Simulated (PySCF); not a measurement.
## Manganese: a sound run and one with changed settings

Sound run: Mn⁺ [Ar] 3d5 4s1, Mn²⁺ [Ar] 3d5. Computed with PySCF 2.14 in cc-pVDZ, with the non-relativistic Hamiltonian (point nucleus). In the sound run the correlated levels freeze [Ar]. The sound run starts from symmetry-adapted Hartree-Fock orbitals and uses a fine grid where one is needed.

Changed run: the spin-free X2C one-electron Hamiltonian (Gaussian nucleus). This setting is unsound on purpose.

| species | method | sound run (hartree) | changed run (hartree) | converged |
| --- | --- | --- | --- | --- |
| Mn⁺ | UHF | -1149.64787 | -1155.89926 | yes |
| Mn⁺ | MN15 | -1150.79118 | -1157.03652 | yes |
| Mn⁺ | M06-2X | -1150.68286 | -1156.93244 | yes |
| Mn⁺ | MP2 | -1149.71485 | -1155.96668 | yes |
| Mn²⁺ | UHF | -1149.10697 | -1155.35366 | yes |
| Mn²⁺ | MN15 | -1150.23289 | -1156.47223 | yes |
| Mn²⁺ | M06-2X | -1150.12029 | -1156.36454 | yes |
| Mn²⁺ | MP2 | -1149.16011 | -1155.40700 | yes |

Ionisation energy of Mn⁺:

| method | sound run (eV) | changed run (eV) |
| --- | --- | --- |
| UHF | 14.718 | 14.847 |
| MN15 | 15.192 | 15.355 |
| M06-2X | 15.308 | 15.453 |
| MP2 | 15.095 | 15.230 |
| SCS-MP2 | 14.844 | 14.974 |

Most of the change in total energy is the relativistic energy itself. On top of that the contraction fixes the core shape for the Hamiltonian it was made with, so the changed run is not a good calculation with the other Hamiltonian either.

For comparison, NIST gives 15.640 eV between the lowest levels.
